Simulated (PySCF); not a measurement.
**A search over the determinants of TlC**

Unrestricted PBE0; Tl cc-pVDZ-PP with ECP60, C cc-pVDZ; scalar-relativistic core potentials (PySCF 2.14). Outer shells of the fragments: Tl 5d10 6s2 6p1; C 2s2 2p2.

Followed along the bond (rough minima from three points):

```json
{"2Ms+1": "4", "unpaired": "σ ↑, π ↑↑", "⟨S²⟩ at the start": "3.75", "R at minimum (Å)": "2.30", "Te (eV)": "0.00"}
{"2Ms+1": "2", "unpaired": "σ ↓, π ↑↑", "⟨S²⟩ at the start": "1.77", "R at minimum (Å)": "2.28", "Te (eV)": "0.61"}
{"2Ms+1": "2", "unpaired": "σ ↑, π ↑↓", "⟨S²⟩ at the start": "1.76", "R at minimum (Å)": "2.29", "Te (eV)": "0.65"}
{"2Ms+1": "2", "unpaired": "π ↑", "⟨S²⟩ at the start": "0.82", "R at minimum (Å)": "2.12", "Te (eV)": "1.67"}
```

Solutions found at the starting distance of 2.140 Å, counted from the lowest of them; the search is not exhaustive and high or unbound solutions are not listed, so other states can lie among these:

| 2Ms+1 | unpaired | term | E (eV) | ⟨S²⟩ | ⟨Lz²⟩ | μ (D) |
| --- | --- | --- | --- | --- | --- | --- |
| 4 | σ ↑, π ↑↑ | ⁴Σ⁻ | 0.00 | 3.75 | 0.00 | -2.53 |
| 2 | σ ↓, π ↑↑ | mixed | 0.59 | 1.77 | 0.00 | -2.67 |
| 2 | σ ↑, π ↑↓ | mixed | 0.64 | 1.76 | 2.01 | -2.51 |
| 2 | π ↑ | ²Π | 1.57 | 0.82 | 1.01 | -3.42 |
| 2 | σ ↑ | mixed | 1.71 | 0.76 | 2.00 | -2.09 |
| 2 | π ↑ | ²Π | 1.87 | 0.75 | 1.00 | -1.11 |
| 4 | π ↑↑↑ | ⁴Π | 3.11 | 3.76 | 1.00 | -0.83 |
| 4 | σ ↑, π ↑↑ | mixed | 3.77 | 3.76 | 2.01 | 1.22 |

A term symbol is given only where ⟨S²⟩ and ⟨Lz²⟩ are close to those of a pure state; real π, δ and φ orbitals otherwise mix terms. A positive dipole means Tl(−)C(+).

Spin–orbit coupling is left out, which matters for elements this heavy, above all for dissociation energies.
